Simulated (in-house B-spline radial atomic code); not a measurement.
Inner levels of neon as electrons are removed. A shift is the extra binding of the orbital against the neutral atom ([He] 2s2 2p6). The density at the nucleus is averaged over the nuclear charge. Computed with a B-spline radial code for spherical atoms: Dirac-Hartree-Fock, average of the configuration, finite nuclei.

| ion | configuration | shift of 1s1/2 (eV) | radius of 1s1/2 (bohr) | Σ<r²> (bohr²) | change of density at nucleus (bohr⁻³) |
| --- | --- | --- | --- | --- | --- |
| Ne | [He] 2s2 2p6 | 0 | 0.15737 | 9.3646 | - |
| Ne+ | [He] 2s2 2p5 | 22.851 | 0.15731 | 6.7501 | 2.3766 |
| Ne2+ | [He] 2s2 2p4 | 50.951 | 0.15719 | 4.9668 | 5.5138 |
| Ne3+ | [He] 2s2 2p3 | 84.015 | 0.15699 | 3.6586 | 9.3664 |
| Ne4+ | [He] 2s2 2p2 | 121.87 | 0.15672 | 2.6588 | 13.924 |
| Ne5+ | [He] 2s2 2p1 | 164.38 | 0.15636 | 1.8742 | 19.193 |
| Ne6+ | [He] 2s2 | 211.46 | 0.15591 | 1.2468 | 25.186 |
| Ne7+ | [He] 2s1 | 256.12 | 0.15586 | 0.61541 | 1.7246 |
| Ne8+ | 1s2 | 303.53 | 0.1556 | 0.064913 | -25.866 |
| Ne9+ | 1s1 | 469.38 | 0.14973 | 0.029907 | -313.31 |
